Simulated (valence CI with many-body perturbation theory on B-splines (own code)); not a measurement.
Results of a calculation; reference values are marked as such.
## Nd XLVI: what the settings do

Method: valence CI with perturbative core correlation (CI+MBPT): five valence electrons over a frozen Dirac-Fock core [Ne], radial functions for each j: 6 s, 6 p, 5 d, 3 f, 1 g, with the one-electron correlation potential Σ1 (screened to all orders), the two-electron term Σ2, the three-electron term Σ3, Breit, model QED; selected single and double excitations, second order for the rest, scaled by the run's own slope (own B-spline code, finite nucleus).

No measured spectrum was set against this ion. As an estimate, large intervals hold to a few tenths of a per cent, small ones and those within an open d or f shell to about a per cent. Among the levels kept, up to 700 cm⁻¹ of a level comes from second order outside the variational space, and about a tenth of that is noise between levels of different J, which matters for small intervals.

The reference run has the lowest level (3s^2 3p1/2^2 3p3/2) J=3/2 and an ionisation energy of 3664.61 eV. Its largest variational space holds 10000 state functions.

Levels are named by their leading jj configuration (3d3/2^4 stands for four electrons in 3d with j = 3/2), which in mixed levels can hold well under half, so a name can repeat and another be missing. Letters in brackets count levels of one name in rising energy.

| Level | Reference (cm⁻¹) | Shift (cm⁻¹) |
| --- | --- | --- |
| (3s^2 3p1/2 3p3/2^2) J=3/2 | 974734 | -679 |
| (3s^2 3p1/2 3p3/2^2) J=5/2 | 1050100 | +4.2 |
| (3s^2 3p1/2 3p3/2^2) J=1/2 | 1143650 | +350 |
| (3s^2 3p1/2^2 3d3/2) J=3/2 | 1409980 | +463 |
| (3s^2 3p1/2^2 3d5/2) J=5/2 | 1708640 | +289 |
| (3s 3p1/2^2 3p3/2^2) J=5/2 | 2003420 | -378 |
| (3s^2 3p3/2^3) J=3/2 | 2129650 | -253 |
| (3s 3p1/2^2 3p3/2^2) J=1/2 | 2179560 | +116 |
| (3s 3p1/2^2 3p3/2^2) J=3/2 | 2181390 | -15 |
| (3s^2 3p1/2 3p3/2 3d3/2) J=5/2 [a] | 2375740 | -141 |
| (3s^2 3p1/2 3p3/2 3d3/2) J=3/2 [a] | 2389220 | -274 |
| (3s^2 3p1/2 3p3/2 3d3/2) J=1/2 [a] | 2392140 | -435 |

The ionisation energy moves by -0.36 eV.

Task: Which of these changes was made?
A. QED terms on → off
B. natural orbitals for correlation on → off
C. scale of Σ1 1 → 0.8
D. logarithmic knot step 0.27 → 0.8

Result: B. natural orbitals for correlation on → off.
